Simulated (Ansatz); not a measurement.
Geometry optimisation, RKS PBE0/STO-3G (Ansatz 0.2.0).

Input file:

```yaml
crystal:
  periodic: [false, false, false]
  atoms:
    - { symbol: C, position_ang: [-0.2347, 2.2815, 1.0609] }
    - { symbol: C, position_ang: [-0.3817, 1.2943, 0.4266] }
    - { symbol: C, position_ang: [-0.5279, 0.0505, -0.3432] }
    - { symbol: Al, position_ang: [-0.8828, -1.4352, 0.9019] }
    - { symbol: Si, position_ang: [1.1276, -0.3328, -1.1973] }
    - { symbol: H, position_ang: [-0.1999, 3.2451, 1.5934] }
    - { symbol: H, position_ang: [-1.2672, 0.1558, -1.088] }
    - { symbol: H, position_ang: [0.19567, -1.79231, 2.02295] }
    - { symbol: H, position_ang: [-2.19622, -2.4145, 0.69363] }
    - { symbol: H, position_ang: [1.0049, -1.5751, -1.9197] }
    - { symbol: H, position_ang: [2.181, -0.4652, -0.1543] }
    - { symbol: H, position_ang: [1.4805, 0.7812, -2.0804] }
basis:
  gaussian: { orbitals: STO-3G }
hamiltonian:
  xc: pbe0
relax:
  f_tol: 0.015
  max_steps: 40
output:
  orbitals: {}
```

Run as:

```bash
$ ansatz run input.yaml --threads 1 --pin off --max-ram 2048MiB --backend cpu --events-out ev --progress --plain --runs-dir out
```

**Question.** Where does it end, and by what steps?

**Answer.** The run converged. Limits of this set-up: minimal basis. After 20 steps the energy has fallen by 0.532 eV; H9 moved furthest, 0.75 Å.

```
step  energy less start (eV)  largest force component (eV/Å)  accepted
   0                  0.0000                           3.331       yes
   1                 -0.4427                           1.340       yes
   2                 -0.5127                           0.229       yes
   3                 -0.5203                           0.182       yes
   4                 -0.5234                           0.202       yes
   5                 -0.5190                           0.523        no
   6                 -0.5274                           0.131       yes
   7                 -0.5281                           0.100       yes
   8                 -0.5293                           0.051       yes
   9                 -0.5277                           0.291        no
  10                 -0.5228                           0.732        no
  11                 -0.5297                           0.019       yes
  12                 -0.5303                           0.073       yes
  13                 -0.5283                           0.249        no
  14                 -0.5312                           0.055       yes
  15                 -0.5315                           0.055       yes
  16                 -0.5317                           0.063       yes
  17                 -0.5319                           0.055       yes
  18                 -0.5321                           0.019       yes
  19                 -0.5321                           0.037        no
  20                 -0.5321                           0.010       yes
```

```xyz
12
Properties=species:S:1:pos:R:3
C -0.406 2.154 1.127
C -0.410 1.187 0.412
C -0.421 -0.050 -0.391
Al -0.901 -1.350 0.943
Si 1.226 -0.324 -1.250
H -0.400 3.027 1.755
H -1.210 0.038 -1.151
H 0.168 -1.871 1.852
H -2.334 -1.773 1.058
H 1.186 -1.588 -1.950
H 2.293 -0.375 -0.281
H 1.509 0.719 -2.207
```

Run time: 60 s on 1 thread of Arm Neoverse V1 (shared host), peak memory 0.13 GiB.
